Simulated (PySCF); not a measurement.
1-hydroxysilylpropan-2-one (C₃H₈O₂Si), SMILES CC(=O)C[SiH2]O.

Coordinates come from a r2SCAN-D4/def2-SVP optimisation. The values are those of a single conformer.

Vertical ionisation energy (IE) and electron affinity (EA) in eV. Rows of orbital energies are one-electron estimates. Where ΔSCF, EOM or ADC give a negative EA the extra electron is unbound and the value depends on the basis.

```csv
level,IE,EA
"−ε(HOMO), −ε(LUMO), HF/def2-TZVP (PySCF)",11.49,-3.14
"−ε(HOMO), −ε(LUMO), PBE/def2-TZVP (PySCF)",(withheld),(withheld)
```

Question: Fill in the missing entries. (Estimate from the structure and the level; the computed values follow.)

Answer: 
- −ε(HOMO), −ε(LUMO), PBE/def2-TZVP (PySCF), IE: 6.11
- −ε(HOMO), −ε(LUMO), PBE/def2-TZVP (PySCF), EA: 2.03
